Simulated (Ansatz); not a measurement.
Species: SnF₃, charge 0, multiplicity 2. It need not be the lowest isomer of its formula. SMILES: [F][Sn]([F])[F]
Geometry from a B3LYP-D3(BJ)/def2-TZVP (Ansatz, an electronic-structure program) optimisation:
```xyz
4

Sn    -0.1353    -0.2000    -0.1024
F     -1.1552     1.4321    -0.0264
F      0.4520    -0.5390     1.7003
F      1.4550     0.2183    -1.1051
```
Charge 0, spin multiplicity 2.

Parts of the frozen-core correlation energy in STO-3G (Ansatz, hartree). Frozen orbitals: 26; correlated occupied orbitals by spin: 13 and 12; virtual: 3 and 4. UHF or UKS for open shells. Spin-orbit coupling is left out. Past Kr the def2 sets carry scalar-relativistic core potentials. STO-3G rows are all-electron and non-relativistic.

```csv
term,value
reference (HF),-6257.38445
MP2 opposite-spin,-0.06083
MP2 same-spin,-0.01261
CCSD correlation,-0.09438
(T),-0.00844
T1 diagnostic,0.021
largest doubles amplitude,0.046
<S^2> of the reference,0.767
```
